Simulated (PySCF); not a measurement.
Excitations are Tamm–Dancoff values on a coarser integration grid. The basis has no diffuse functions, so Rydberg states are missing or too high.

Cartesian coordinates (Å):
SMILES: N[Si](N)(N)N
```xyz
13

N      0.4327     1.4632     0.8262
Si     0.0000     0.0000     0.0000
N     -0.4165    -1.2927     1.0798
N      1.3112    -0.6793    -0.9111
N     -1.3273     0.5088    -0.9949
H      1.2801     1.4836     1.3853
H     -0.2983     2.0162     1.2643
H     -0.5404    -2.2283     0.7037
H     -1.0798    -1.1177     1.8285
H      1.6664    -0.1753    -1.7179
H      2.0687    -1.1404    -0.4155
H     -1.2301     1.3524    -1.5526
H     -1.8667    -0.1906    -1.4959
```
Charge 0, spin multiplicity 1.

### Question
Estimate the S1 excitation (TDA), brightest of the four lowest singlets (TDA) and HOMO that PBE-D3(BJ)/def2-TZVP // B3LYP-D3(BJ)/def2-SVP (PySCF 2.14.0) returns for this input.

### Answer

```json
{
  "S1 excitation (TDA)": "5.31 eV",
  "brightest of the four lowest singlets (TDA)": "5.90 eV",
  "HOMO": "-5.28 eV"
}
```
